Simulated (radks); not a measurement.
The numbers below are computed, except where a source is named.
Isoelectronic series with 17 electrons, each ion in its NIST ground configuration. Level of theory: scalar-relativistic Kohn-Sham, LDA (Slater exchange, Perdew-Wang correlation), spin-polarised, spherical densities, finite nucleus; open shells are filled with parallel spins first (spin-orbit coupling, left out, can overturn this in heavy ions); Fermi nuclear charge, rms radius of each element as measured or else 0.836 A^(1/3) + 0.57 fm (a radial shooting solver on a logarithmic mesh with Libxc functionals). Total energies (hartree) and orbital eigenvalues (hartree):

ion,configuration,E (hartree),3p down,3p up
Cl,[Ne] 3s2 3p5,-460.12386,-0.30414,-0.33309
K2+,[Ne] 3s2 3p5,-599.22979,-1.42189,-1.46226
Sc4+,[Ne] 3s2 3p5,-757.95689,-3.03820,-3.08925
V6+,[Ne] 3s2 3p5,-936.34112,-5.12623,-5.18762
Mn8+,[Ne] 3s2 3p5,-1134.46159,-7.67643,-7.74802
Co10+,[Ne] 3s2 3p5,-1352.42202,-10.68479,-10.76647
Cu12+,[Ne] 3s2 3p5,-1590.34422,-14.14970,-14.24144
Ga14+,[Ne] 3s2 3p5,-1848.36584,-18.07086,-18.17264
As16+,[Ne] 3s2 3p5,-2126.63965,-22.44876,-22.56058
Br18+,[Ne] 3s2 3p5,-2425.33317,-27.28442,-27.40627
Rb20+,[Ne] 3s2 3p5,-2744.62859,-32.57925,-32.71114
Nb24+,[Ne] 3s2 3p5,-3445.82796,-44.55357,-44.70563
Tc26+,[Ne] 3s2 3p5,-3828.17278,-51.23730,-51.39948
Rh28+,[Ne] 3s2 3p5,-4232.00309,-58.38862,-58.56094
Ag30+,[Ne] 3s2 3p5,-4657.58335,-66.01017,-66.19268
In32+,[Ne] 3s2 3p5,-5105.19333,-74.10485,-74.29757
Sb34+,[Ne] 3s2 3p5,-5575.13524,-82.67570,-82.87868
I36+,[Ne] 3s2 3p5,-6067.73017,-91.72599,-91.93928
